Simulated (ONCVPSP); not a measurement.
Before and after: ONCV potential for N (Z = 7)

ONCVPSP 4.0.1 input, shortened (lines: element, Z, core and valence counts, functional; n l f; lmax; l rc ep ncon nbas qcut; lloc lpopt rc5 dvloc0; l nproj debl; icmod fcfact rcfact), LDA (Perdew-Wang 92), scalar-relativistic:

```
  N 7.00    1    2  -001012      upf
    1    0    2.00
    2    0    2.00
    2    1    3.00
    2
    0    0.90    0.00    3    6    6.90
    1    1.80    0.00    3    7    6.30
    2    1.70    0.14    4    9    6.50
    4    5    0.75    3.00
    0    3    1.70
    1    2    0.70
    2    2    3.30
    3    2.25    1.60
```

All-electron outer shells of the reference configuration (LDA (PZ), scalar-relativistic, ld1.x):

```csv
shell,level (eV),outermost node (bohr),outermost maximum (bohr)
1s,-381.53,–,0.15
2s,-18.42,0.32,1.02
2p,-7.24,–,0.97
```

Change: s: qcut 6.5; p: qcut 5.9; d: qcut 6.1.

Cutoffs: the cutoffs (Ha) at which the residual kinetic energy of the hardest occupied pseudo-wave falls to 1 and 0.1 mHa per electron; they do not see the model core or the augmentation charge, which bear on the density cutoff. Errors are all-electron minus pseudo energies relative to the spin-unpolarised reference configuration.

**Question.** Predict the effect on cutoff, ghosts and configuration errors.

**Answer.** The potential gets harder (31 Ha and 105 Ha → 47 Ha and 110 Ha); both files keep a bound ghost (s); of the 4 tests that both files solve, the error grows in 1 and shrinks in 0 by more than 15 % and 0.3 meV (median size 263.4 → 297.4 meV).

| quantity | base | changed |
| --- | --- | --- |
| cutoff, loose | 31 Ha | 47 Ha |
| cutoff, tight | 105 Ha | 110 Ha |
| loose cutoff by channel | s 31 Ha, p 16 Ha | s 47 Ha, p 15 Ha |
| bound ghosts | s | s |
| GHOST(+) flags under 300 eV | none | none |
| error for 2s2 2p2, meV [ΔE 13.73 eV] | +59 | +67 |
| error for 2s2 2p1, meV [ΔE 42.70 eV] | +468 | +528 |
| error for 2s2 2p0, meV [ΔE 89.87 eV] | +1744 | +1954 |
| error for 2s1 2p3, meV [ΔE 25.18 eV] | -48 | -56 |
| s: phases at 0.91 bohr within 0.05 rad from the reference energy up to (Ha; the scan ends near 5) | to the end of the scan | to the end of the scan |
| p: phases at 1.82 bohr within 0.05 rad from the reference energy up to (Ha; the scan ends near 5) | to the end of the scan | to the end of the scan |
| d: phases at 1.73 bohr within 0.05 rad from the reference energy up to (Ha; the scan ends near 5) | to the end of the scan | to the end of the scan |
| rms error of d²Exc/dni dnj with the model core, mHa | 1.20 | 1.16 |

 A true bound ghost makes a file unfit for plane-wave use even where its test errors are small: the radial tests pick states by their node count and pass the ghost by.
